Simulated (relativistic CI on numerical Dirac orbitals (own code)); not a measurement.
# Hyperfine structure of Zn XIV, mass number 67

Computed by Dirac-Coulomb-Breit CI, KLI orbitals optimised for each configuration, QED by a radiative potential, unscaled Slater integrals (own radial code, finite nucleus).

Configurations in the expansion (outside the closed core [Ne]): 3s²3p⁵, 3s3p⁶, 3s²3p⁴3d, 3s3p⁵3d, 3p⁶3d, 3s3p⁴3d², 3s²3p⁴4s, 3s²3p³3d4p, 3s²3p⁴4p, 3p⁶4s, 3p⁶4p, 3s3p⁴3d4s, 3s²3p⁴4d, 3s²3p³3d4s, 3s²3p²3d²4s, 3s3p³3d²4s, 3s²3p²3d4s², 3s²3p²3d4s4p, 3s²3p²3d4s4d. Double excitations out of closed p, d and f shells are left out; levels of such configurations are missing from the list, as are those of other unlisted configurations, and high levels can miss mixing partners.

Nuclear spin I = 5/2, μ = 0.87485 μN, Q = 0.122 b (tables of Stone and Pyykkö). The electronic factors are computed for point nuclear moments, without core polarisation or the Bohr-Weisskopf and QED corrections.

```csv
Level,E (cm⁻¹),A (MHz),B (MHz)
3s²3p⁵ ²P°3/2,0,2598,-1630
3s²3p⁵ ²P°1/2,34304,13540,
3s3p⁶ ²S1/2,362295,36570,
3s²3p⁴3d ⁴D5/2,493953,1599,-382
3s²3p⁴3d ⁴D7/2,495457,965.2,-871
3s²3p⁴3d ⁴D3/2,496151,2293,-101
3s²3p⁴3d ⁴D1/2,500225,4098,
3s²3p⁴3d ⁴F9/2,532566,1456,1560
```

Levels with J = 0, under 50 % of one LS term, or S terms without an open s electron are left out. Small factors come from cancelling terms and can be off by tens of per cent or more.

At this charge energies of transitions that change n are usually good to better than 1 %, and those within a shell (Δn = 0) to a few per cent.

**Question.** Give the hyperfine levels of 3s²3p⁵ ²P°1/2 relative to its centre of gravity.

**Answer.** With K = F(F + 1) − I(I + 1) − J(J + 1), E = AK/2: F = 2: -23700, F = 3: 16930 MHz.

LS names give the leading component of a level, which can be under half, so a name can repeat, a term be missing and a line seem to break the LS rules.
